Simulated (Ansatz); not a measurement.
Gas-phase electronic energies from Ansatz, PBE0-D4/def2-TZVP geometries. CCSD(T)/CBS is the MP2 limit (def2-TZVPP, def2-QZVPP) plus CCSD(T) − MP2 in def2-TZVPP, frozen cores. This one scheme is used for every species. Functionals use def2-TZVPP. HSE06 is defined as in plane-wave codes. Elements past krypton have def2 core potentials. For In outer-core shells are correlated without core-valence functions, which leaves a few kJ/mol of doubt a bond. One conformer a species, not always the lowest.

Reaction (ligand exchange at the In–O bond): `C[O][InH][CH3]` + HCl → `[CH3][InH][Cl]` + CH₃OH

CCSD(T)/CBS gives -96.4 kJ/mol.

Q: Another level gave -98.4 kJ/mol. Which?
A. CAM-B3LYP-D4/def2-TZVPP
B. HSE06/def2-TZVPP
C. LDA (SPW92)/def2-TZVPP
D. r2SCANh-D4/def2-TZVPP

A: A. CAM-B3LYP-D4 -98.4, LDA (SPW92) -90.9, HSE06 -107.8, r2SCANh-D4 -103.0 kJ/mol.

Largest T1 diagnostic among the species: 0.015.

From PBE to PBE0 (25 % exact exchange), in def2-TZVPP and without D4, ΔE moves by −10.2 kJ/mol. The D4 term adds +4.0 kJ/mol with B3LYP and +2.3 kJ/mol with PBE0; it sums over pairs of atoms, weighted by their polarisabilities, and B3LYP, whose exchange is more repulsive, gets the larger term.

B3LYP here is the variant with VWN-RPA as its local correlation; programs differ in this.
